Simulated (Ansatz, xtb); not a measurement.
# BH4NSe: which of two conformers lies lower

Structure a is `NB[SeH]`, a singlet and structure b is `NB[SeH]`, a singlet. Both are isolated molecules in the gas phase, relaxed with B3LYP-D3(BJ)/6-311G**.

a (Å):

```yaml
atoms:
  - { symbol: B, position_ang: [-0.8602, -1.8444, 0.3930] }
  - { symbol: N, position_ang: [-1.3933, -2.3118, 1.5886] }
  - { symbol: Se, position_ang: [-0.5604, 0.0567, -0.0177] }
  - { symbol: H, position_ang: [-1.6744, -1.7188, 2.3535] }
  - { symbol: H, position_ang: [-1.5319, -3.2949, 1.7617] }
  - { symbol: H, position_ang: [-0.5495, -2.6017, -0.4682] }
  - { symbol: H, position_ang: [-1.0614, 0.5943, 1.2610] }
```

b (Å):

```xyz
7

B    -0.1502   -0.8214   -0.2930
N     0.8778    0.0818   -0.5418
Se   -2.0256   -0.2989   -0.6293
H     0.0878   -1.9078    0.1211
H    -2.5877   -1.5870   -0.2040
H     1.8439   -0.1540   -0.3807
H     0.7414    1.0171   -0.8929
```

Energies in hartree; the thermal terms are from B3LYP-D3(BJ)/6-311G** harmonic frequencies (ideal gas, rigid rotor, one conformer each, 200 K, 1 atm) and include the zero-point energy:

|  | a | b |
| --- | --- | --- |
| E, CCSD(T)/def2-TZVP | −2482.035275 | −2482.035148 |
| zero-point energy | 0.048258 | 0.048247 |
| H(200 K) − E | 0.051340 | 0.051390 |
| G(200 K) − E | 0.031228 | 0.031168 |

**Question.** Work out ΔE, ΔE₀, ΔH and ΔG for a → b in kJ/mol (1 Eh = 2625.50 kJ/mol) and the equilibrium ratio [b]/[a].

**Answer.** 1. ΔE = −2482.035148 − (−2482.035275) = +0.000127 Eh = +0.33 kJ/mol.
2. ΔE₀ = ΔE + ΔZPE = +0.000127 + (−0.000011) Eh = +0.30 kJ/mol.
3. ΔH = ΔE + (+0.000050) Eh = +0.46 kJ/mol.
4. ΔG = ΔE + (−0.000060) Eh = +0.18 kJ/mol, so ΔS = (ΔH − ΔG)/T = +1.4 J/(mol K).
5. kT = 0.6334 mEh, so K = [b]/[a] = exp(−ΔG/kT) = exp(−0.11) ≈ 0.9.

The two are too close for this level to say which is favoured. An error of 4 kJ/mol in ΔG would change K by a factor of 11. Mirror images and further conformers aren't counted.

Other levels gave ΔE = +0.8 (B3LYP-D3(BJ)/6-311G**); +0.1 (HF/def2-TZVP); +0.1 (MP2/def2-TZVP) kJ/mol. The correlated steps freeze 11 core orbitals; the filled d shell of Se is correlated, in a basis made for valence electrons. Programs: Ansatz 0.2.0.
